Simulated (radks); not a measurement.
The numbers below are computed, except where a source is named.
Valence configurations of Ti IV (all share [Ar]). Level of theory: scalar-relativistic Kohn-Sham, SCAN, spin-polarised, spherical densities, finite nucleus; open shells are filled with parallel spins first; meta-GGA in the generalised Kohn-Sham scheme; Fermi nuclear charge, rms radius 3.5921 fm (a radial shooting solver on a logarithmic mesh with Libxc functionals). Energies are relative to 3d1; eigenvalues in eV for spin up.

| valence | E (eV) | moment (Bohr magnetons) | e(3d) | e(4p) |
|---|---|---|---|---|
| 3d1 | 0.000 | 1 | -34.705 | - |
| 4p1 | 15.826 | 1 | - | -24.163 |
| 3d0.5 4p0.5 | 7.558 | 1 | -38.152 | -22.404 |

NIST lists [Ar] 3d1 as the ground configuration; this level of theory agrees among the configurations tried. The energies are those of spherical high-spin densities, not of single terms. No valid solution was reached for [Ar] 4s1.
